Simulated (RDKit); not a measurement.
Job for RDKit: UFF on NH3 (SMILES N).

```python
from rdkit import Chem
from rdkit.Chem import AllChem, rdDetermineBonds

blocks = [
'''4

N    -0.00000000   -0.00001899    0.30623969
H    -0.00000000    0.93753288   -0.10205181
H     0.81194268   -0.46880694   -0.10204394
H    -0.81194268   -0.46880694   -0.10204394
''',
]
mol = None
for b in blocks:
    f = Chem.MolFromXYZBlock(b)
    rdDetermineBonds.DetermineBonds(f, charge=0)
    mol = f if mol is None else Chem.CombineMols(mol, f)
Chem.SanitizeMol(mol)
print(Chem.MolToSmiles(Chem.RemoveHs(mol)))
ff = AllChem.UFFGetMoleculeForceField(mol, vdwThresh=100.0, ignoreInterfragInteractions=False)
e = ff.CalcEnergy()
print(f'UFF energy {e:.6f} kcal/mol')
```

It printed:

```
N
UFF energy 0.865355 kcal/mol
```

The run finished.

Cost: roughly 0.020 core-seconds.
